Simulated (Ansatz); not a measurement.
Coupled-cluster diagnostics for WN(NH2)3 (WN4H6), Ansatz.

Geometry of the singlet (r2SCAN-D4/def2-SVP):

```xyz
11

N    -0.358   -0.399   -1.911
N    -0.598   -1.706    0.633
N    -1.191    1.499    0.076
N     1.875    0.303   -0.249
W    -0.056   -0.062   -0.299
H    -0.971   -2.540    0.187
H    -0.545   -1.846    1.641
H    -1.251    1.969    0.978
H    -1.802    1.956   -0.595
H     2.499    0.280   -1.051
H     2.398    0.546    0.591
```

In the def2 sets W takes a core potential; there is no spin–orbit coupling. Correlated methods freeze 4 core orbitals; core or outer-core shells of W are correlated, in sets that lack core-valence functions.

Task: Estimate the CCSD(T) correlation energy, the shares of MP2 and (T), T1 and the reference's ⟨S²⟩ for: charge 0, singlet, own geometry in def2-SVP; and the rough time on 2 threads of Intel Xeon 6975P-C on a shared host.

Result: 
| state | basis | correlation (eV) | MP2 share (%) | (T) share (%) | T1 | ⟨S²⟩ (pure) | wall time | remarks |
| --- | --- | --- | --- | --- | --- | --- | --- | --- |
| charge 0, singlet, own geometry | def2-SVP | -30.139 | 98.9 | 4.4 | 0.020 | 0.00 (0.00) | 10 s | restricted SCF unstable |
Customary marks for T1 are 0.02 (closed shells), 0.045 (open shells) and about 0.05 (3d metals). T1 exceeds 0.02 in 1 of 1 rows and 0.045 in 0; the higher it lies, the less the single-reference result can be trusted.
